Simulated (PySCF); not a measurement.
# Computed properties of C3H4FNSi, SMILES F[SiH2]/C=C\C#N

C₃H₄FNSi, SMILES N#C/C=C\[SiH2]F. The structure is a stationary point at ωB97X-D3(BJ)/def2-SVP. The structure was generated by enumeration; whether it is a known compound was not checked. The values are those of a single conformer. All values are computed for the isolated molecule unless a solvent is named; none is compared with measurement here.

**Structure.** All 24 harmonic modes at ωB97X-D3(BJ)/def2-SVP (PySCF) are real, so it is a minimum. With heavy atoms numbered as in [N:1]#[C:2]/[CH:3]=[CH:4]\[SiH2:5][F:6], the shortest bond between them is N1–C2 at 1.158 Å and the longest C4–Si5 at 1.880 Å.

**Vibrations.** The strongest infrared lines (harmonic, unscaled, degenerate partners summed) lie at 927 cm⁻¹ (270 km/mol, H 54 %, Si 20 %, C 11 %, F 9 %), 981 cm⁻¹ (136 km/mol, H 66 %, Si 14 %, C 13 %), 2305 cm⁻¹ (107 km/mol, H 96 %). The softest mode is at 27 cm⁻¹ and the zero-point energy is 39.1 kcal/mol.

**Electronic structure.** HF/def2-TZVP (PySCF) places the frontier levels at -11.04 and 1.42 eV, a gap of 12.46 eV, and gives a dipole moment of 3.10 D and a mean polarisability of 59.5 bohr³. PBE/def2-TZVP (PySCF) at the same geometry gives -7.50 and -3.19 eV, so its gap is 8.15 eV narrower. An orbital gap is neither the optical nor the fundamental gap.

**Excitations.** TDA-CAM-B3LYP/def2-SVPD (PySCF) has S1 at 6.17 eV (201 nm, f = 0.002, dark); the most intense of the 10 singlets computed lies at 6.34 eV (f = 0.35). T1 (TDA) is at 3.57 eV, 2.60 eV under S1. TDA-PBE/def2-SVPD (PySCF) puts S1 at 5.37 eV. No vertical singlet excitation falls in the visible range (under 3.1 eV).

**NMR.** GIAO shifts at KT2/pcSseg-1 (PySCF) (non-relativistic, atoms alike by connectivity averaged): ¹³C from 113.5 to 150.1 ppm against TMS; ¹H from 6.0 to 7.0 ppm against TMS; ²⁹Si at -1.7 ppm against TMS; ¹⁹F at -264.8 ppm against CFCl3.
